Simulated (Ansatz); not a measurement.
`[F][Ge]([F])[SH]`, charge 0, multiplicity 2.

**Question.** Give a relaxed structure at PBE0-D4/def2-TZVP (the Gaussian-basis code of Ansatz). (An estimate is asked.)

**Answer.** Ansatz gave: 
```xyz
5

F     0.064    1.534    0.982
Ge    0.234   -0.174    0.716
F     1.946   -0.425    0.651
S    -0.515   -0.724   -1.310
H    -1.728   -0.211   -1.038
```
